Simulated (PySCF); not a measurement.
C8H4N2OS2, SMILES c1csc2c1sc(c2)-c1ocnn1.

Geometry: PBE0-D3(BJ)/def2-SVP. This is a generated structure with no PubChem entry under its InChIKey; it may be hypothetical. The values are those of a single conformer.

Two levels are set side by side: PBE/def2-SVP (PySCF) and HF/def2-SVP (PySCF). Same geometry, gas phase. Differences are taken from unrounded values.

```json
[
 {"quantity": "orbital gap (eV)", "HF": "9.64", "PBE": "2.98", "PBE minus HF": "-6.65"},
 {"quantity": "highest occupied level (eV)", "HF": "-8.27", "PBE": "-5.51", "PBE minus HF": "2.75"},
 {"quantity": "lowest empty level (eV)", "HF": "1.37", "PBE": "-2.53", "PBE minus HF": "-3.90"},
 {"quantity": "dipole moment (D)", "HF": "3.98", "PBE": "3.75", "PBE minus HF": "-0.24"},
 {"quantity": "mean polarisability (bohr³)", "HF": "125.9", "PBE": "139.9", "PBE minus HF": "14.0"}
]
```

Without exact exchange PBE keeps part of each electron's self-repulsion, which lifts occupied levels and narrows the gap. PBE's more diffuse valence density responds more strongly to a field. Differences between two approximate levels are no errors against the true value.

Rough cost on one machine, each run with all the roots and properties that it gave: HF against PBE about 1/3.
